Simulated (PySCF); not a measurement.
# How the functional moves excitation energies

Species: BBrH₅N.
InChI=1S/BBrH5N/c2-1-3/h1H2,3H3

Linear-response calculations in the def2-SVPD basis (PySCF; singlets by full response, triplets Tamm–Dancoff, core orbitals frozen in the response; HF means time-dependent Hartree–Fock). 'Strongest' is the level of largest summed f among the singlets computed (10 roots, of which the last may lack a degenerate partner); it can jump between rows when another state enters that window. S1 is the lowest singlet of each run and needn't be the same state throughout; f(S1) is that of one state. Geometry: PBE0-D3(BJ)/def2-SVP; no solvent, vibrations or thermal averaging. The LDA/def2-SVPD calculation is non-relativistic and has no spin–orbit coupling, an omission that weighs most on bromine.

```csv
functional,kind,S1 (eV),f(S1),strongest (eV),T1 (eV),HOMO (eV),gap (eV),"ionisation energy, ΔSCF (eV)"
LDA,LDA,4.56,0.002,5.16,4.51,-5.83,4.54,9.21
PBE,GGA,4.50,0.002,5.07,4.44,-5.73,4.48,9.08
B3LYP,"global hybrid, 20% exact exchange",5.08,0.002,7.08,5.03,-6.73,5.89,9.32
BHandHLYP,"global hybrid, 50% exact exchange",6.01,0.004,6.53,5.93,-8.08,8.07,9.38
CAM-B3LYP,range-separated hybrid,5.80,0.004,6.35,5.72,-8.29,8.42,9.44
wB97X-D,range-separated hybrid,6.15,0.004,6.71,6.11,-8.82,9.97,9.38
LC-wPBE,range-separated hybrid,6.74,0.005,7.30,6.56,-9.64,10.89,9.52
HF,Hartree–Fock,7.25,0.012,7.73,6.99,-9.85,11.38,not settled
```

Question: What does PBE0 (global hybrid, 25% exact exchange) give?

Answer: S1 (eV) 5.43, f(S1) 0.002, strongest (eV) 5.98, T1 (eV) 5.35, HOMO (eV) -6.96, gap (eV) 6.46, ionisation energy, ΔSCF (eV) 9.31. S1 runs from 4.50 eV (PBE) to 7.25 eV (HF), a spread of 2.75 eV, while the orbital gap spreads over 6.9 eV. Along PBE (0%), B3LYP (20%), PBE0 (25%), BHandHLYP (50%), HF (100%) S1 rises with the share of exact exchange. −ε(HOMO) comes closest to its own ΔSCF ionisation energy with LC-wPBE (+0.12 eV) and misses most with LDA (-3.38 eV). 'Not settled' means that the ion's SCF failed to converge or may have ended in another state than the lowest.

Without π bonds the low states are Rydberg-like; a valence basis with one diffuse set may place them up to an eV too high.
